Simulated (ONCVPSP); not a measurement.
## What one change does to a pseudopotential (Tc, ONCV)

```json
{"Element": "Tc (Z = 43)", "Generator": "ONCVPSP 4.0.1", "Type": "optimised norm-conserving Vanderbilt (ONCV)", "Functional": "PBEsol", "Relativity": "scalar-relativistic", "Frozen core": "[Ar] 3d10 4s2", "Valence charge": "13", "Reference configuration": "4p6 4d6 5s1", "Partial waves": "5s: rc 2.90 bohr, ncon 3, nbas 6, qcut 1.8 1/bohr, 2 projectors, debl 2.7 Ha; 4p: rc 1.45 bohr, ncon 5, nbas 9, qcut 8.5 1/bohr, 3 projectors, debl 3.8 Ha; 4d: rc 1.40 bohr, ncon 4, nbas 7, qcut 6.4 1/bohr, 1 projector", "Local potential": "polynomial inside 1.15 bohr (lpopt 3, dvloc0 2 Ha)", "Core correction": "Teter function, fcfact 2.5, rcfact 1.35"}
```

All-electron outer shells of the reference configuration (PBEsol, scalar-relativistic, ld1.x):

```csv
shell,level (eV),outermost node (bohr),outermost maximum (bohr)
4s,-70.28,0.50,0.95
4p,-42.41,0.51,1.03
4d,-4.49,0.50,1.29
5s,-4.20,1.29,2.83
```

Change: all radii but the core radius scaled by about 1.14 (s 3.32, p 1.66, d 1.60 bohr); local potential polynomial inside 1.32 bohr (lpopt 3, dvloc0 2 Ha).

Cutoffs: the cutoffs (Ha) at which the residual kinetic energy of the hardest occupied pseudo-wave falls to 1 and 0.1 mHa per electron; they do not see the model core or the augmentation charge, which bear on the density cutoff. Errors are all-electron minus pseudo energies relative to the spin-unpolarised reference configuration.

**Question.** How do hardness, ghosts and transferability respond?

**Answer.** The potential gets softer (29 Ha and 73 Ha → 25 Ha and 55 Ha); the bound ghost in s disappears; of the 3 tests that both files solve, the error grows in 3 and shrinks in 0 by more than 15 % and 0.3 meV (median size 10.5 → 51.2 meV). A larger radius leaves more room for a smooth pseudo-wave, so fewer plane waves are needed. More of the atom is replaced by a form fitted at one configuration, so other configurations suffer.

| quantity | base | changed |
| --- | --- | --- |
| cutoff, loose | 29 Ha | 25 Ha |
| cutoff, tight | 73 Ha | 55 Ha |
| loose cutoff by channel | s 5.7 Ha, p 29 Ha, d 23 Ha | s 2.4 Ha, p 25 Ha, d 20 Ha |
| bound ghosts | s | none |
| GHOST(+) flags under 300 eV | none | none |
| tests with a reliable result | 3 of 4 | 3 of 4 |
| error for 4p6 4d5 5s2, meV [ΔE 0.92 eV] | +11 | +51 |
| error for 4p6 4d5 5s1, meV [ΔE 9.11 eV] | +5.8 | +34 |
| error for 4p6 4d5 5s0, meV [ΔE 23.95 eV] | -23 | -79 |
| rms error of d²Exc/dni dnj with the model core, mHa | 1.76 | 1.77 |

 A true bound ghost makes a file unfit for plane-wave use even where its test errors are small: the radial tests pick states by their node count and pass the ghost by.
